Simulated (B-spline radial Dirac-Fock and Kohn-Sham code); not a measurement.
Compton profile of Pt³²⁺

System: Pt³²⁺, configuration 1s2 2s2 2p6 3s2 3p6 3d10 4s2 4p6 4d10.

The run's input, task.json:

```json
{"items": [{
  "Z": 78,
  "q": 32,
  "cfg": [[1, 0, 2], [2, 0, 2], [2, 1, 6], [3, 0, 2], [3, 1, 6], [3, 2, 10], [4, 0, 2], [4, 1, 6], [4, 2, 10]],
  "A": 195,
  "rrms": 5.427,
  "do": ["scatter"],
  "s": [0.0, 0.05, 0.1, 0.15, 0.2, 0.25, 0.3, 0.35, 0.4, 0.45, 0.5, 0.6, 0.7, 0.8, 0.9, 1.0, 1.1, 1.2, 1.4, 1.6, 1.8, 2.0, 2.5, 3.0, 3.5, 4.0, 5.0, 6.0],
  "pz": [0, 0.1, 0.2, 0.3, 0.4, 0.5, 0.6, 0.8, 1.0, 1.2, 1.4, 1.6, 1.8, 2.0, 2.5, 3.0, 4.0, 5.0, 7.0, 10.0, 15.0, 20.0, 30.0, 40.0, 60.0, 100.0],
  "hv_scatter": [2000, 5000, 8047.8, 10000, 17479.3, 20000, 100000, 1000000]
}]}
```

Launch: `python xray_run.py task.json out`

Model: the impulse approximation on Dirac-Fock densities. Program: an atomic code on a B-spline grid. pz is in atomic units of momentum; subshell profiles are per electron, for a selection of subshells; open shells are spread over both j values by their weights.

```tsv
pz	J total	J 2s1/2	J 3p3/2	J 4s1/2	J 4d5/2
0	2.404	0.0336	0.0462	0.136	0.0685
0.4	2.399	0.0336	0.0462	0.134	0.0685
0.5	2.396	0.0336	0.0462	0.133	0.0685
0.6	2.393	0.0336	0.0462	0.131	0.0685
0.8	2.383	0.0335	0.0462	0.128	0.0685
1	2.372	0.0335	0.0462	0.123	0.0685
1.2	2.357	0.0334	0.0462	0.118	0.0685
1.4	2.340	0.0333	0.0461	0.111	0.0685
1.6	2.320	0.0332	0.0461	0.105	0.0685
1.8	2.297	0.0331	0.0461	0.0978	0.0684
2	2.271	0.0330	0.0460	0.0906	0.0683
2.5	2.194	0.0327	0.0458	0.0724	0.0678
3	2.100	0.0323	0.0455	0.0556	0.0666
4	1.866	0.0312	0.0442	0.0309	0.0615
5	1.598	0.0299	0.0419	0.0192	0.0521
7	1.109	0.0268	0.0345	0.0160	0.0277
10	0.6926	0.0213	0.0202	0.0102	0.00657
15	0.3936	0.0124	0.00518	0.00188	0.00323
20	0.2311	0.00611	0.00206	0.00158	0.00233
30	0.08970	0.00136	0.00171	0.000420	0.000506
40	0.04149	0.000827	0.000895	7.21e-05	9.68e-05
60	0.01309	0.000694	0.000163	4.78e-05	5.42e-06
100	0.002701	0.000207	8.76e-06	1.51e-05	< 1e-6
```

J(0) = 2.404. The 4d5/2 subshell gives the largest part, 17 %.

Mean momentum ⟨p⟩ by subshell (a.u.): 1s1/2 83.5, 2s1/2 29.8, 2p1/2 39.2, 2p3/2 34.1, 3s1/2 15.1, 3p1/2 18.0, 3p3/2 16.5, 3d3/2 19.9, 3d5/2 19.3, 4s1/2 8.62, 4p1/2 9.69, 4p3/2 9.14, 4d3/2 10.3, 4d5/2 10.1.

Values without a named source are computed, but for edge energies of neutral atoms, which are taken from tables.
